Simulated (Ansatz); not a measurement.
`C[CH]1[CH2][AlH]1`, relaxed with RKS PBE-D4/def2-SVP in Ansatz from a rough embedded geometry. The force threshold is 0.03 eV/Å; the program also tests the step.

Charge 0, multiplicity 1.

Start:

```xyz
11

C    -0.049   -0.698    1.206
C     0.440   -0.315   -0.128
C    -0.657    0.126   -1.045
Al    0.455    1.602   -0.558
H     0.852   -0.713    1.949
H    -0.814   -0.053    1.666
H    -0.458   -1.764    1.207
H     1.199   -0.989   -0.628
H    -1.748    0.104   -0.624
H    -0.568   -0.206   -2.115
H     1.347    2.905   -0.929
```

(1) How much energy does the relaxation release, and in how many steps? (An estimate is asked.)

(2) Which bonds change most? (Estimate.)

(3) Give the relaxed structure. (Best estimate.)

Answers

(1) Computed: 11.39 kcal/mol, in 11 steps.

(2) The calculation gave: C2–C3 from 1.496 to 1.584 Å; C3–H9 from 1.170 to 1.111 Å; C1–H5 from 1.168 to 1.110 Å; C1–C2 from 1.472 to 1.519 Å.

(3) Computed: 
```xyz
11

C    -0.019   -0.771    1.269
C     0.447   -0.235   -0.074
C    -0.646    0.173   -1.146
Al    0.616    1.582   -0.746
H     0.824   -0.885    1.980
H    -0.761   -0.099    1.751
H    -0.509   -1.768    1.166
H     1.209   -0.902   -0.534
H    -1.657    0.303   -0.704
H    -0.717   -0.446   -2.062
H     1.212    3.049   -0.900
```
